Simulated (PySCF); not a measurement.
**CsBe and its ions**

PBE; Cs def2-SVPD with ECP46, Be def2-SVPD; scalar-relativistic core potentials (PySCF 2.14). Neutral (UKS): doublet (σ ↑), Re = 3.770 Å, ωe = 143 cm⁻¹, De = 0.36 eV, HOMO -2.35 eV, LUMO -1.72 eV.

CsBe⁺ (UKS): singlet (closed shell), Re = 3.952 Å, ωe = 104 cm⁻¹, De = 0.17 eV to Cs⁺ + Be. The energies at the minima are -34.77208 hartree for CsBe and -34.61914 for CsBe⁺.

Problem. Work out the adiabatic ionisation energy, without and with harmonic zero-point energies (1 hartree = 27.2114 eV, 1 eV = 8065.5 cm⁻¹), and the change of the bond length.

Solution. At PBE: 0.15294 hartree = 4.162 eV between the minima; the zero-point term (104.0 − 143.0)/2 cm⁻¹ = -0.002 eV makes it 4.159 eV. Re changes by +18.2 pm against the neutral. The electron leaves a σ orbital; in so polar a molecule the change of length follows mostly from the change of the ionic charges.

CsBe⁻ (UKS): singlet (closed shell), Re = 4.139 Å, ωe = 95.8 cm⁻¹, De = 0.42 eV to Cs⁻ + Be. The energies at the minima are -34.77208 hartree for CsBe and -34.79178 for CsBe⁻.

Problem. Work out the adiabatic electron affinity, without and with harmonic zero-point energies (1 hartree = 27.2114 eV, 1 eV = 8065.5 cm⁻¹), and the change of the bond length.

Solution. At PBE: 0.01970 hartree = 0.536 eV between the minima; the zero-point term (143.0 − 95.8)/2 cm⁻¹ = +0.003 eV makes it 0.539 eV. Re changes by +36.9 pm against the neutral. The electron enters a σ orbital; the charge polarises the partner, so the anion is bound more strongly.

Closed-shell solutions of metal pairs were not tested for spin polarisation, which can lower them a little. Weak bonds: CsBe, CsBe⁺, CsBe⁻. Basis-set superposition, not corrected here, can be much of De in a small basis, most of all at correlated wavefunction levels. Spin–orbit coupling is left out. For an ion De counts to the pair picked by the measured ionisation energies or electron affinities, which need not be the lowest pair at this level. The highest Kohn–Sham level is positive in this anion. Much of that is self-interaction error, but it also means that the finite basis helps to hold the extra electron. States were picked by a PBE0 search and need not be the measured ground states.
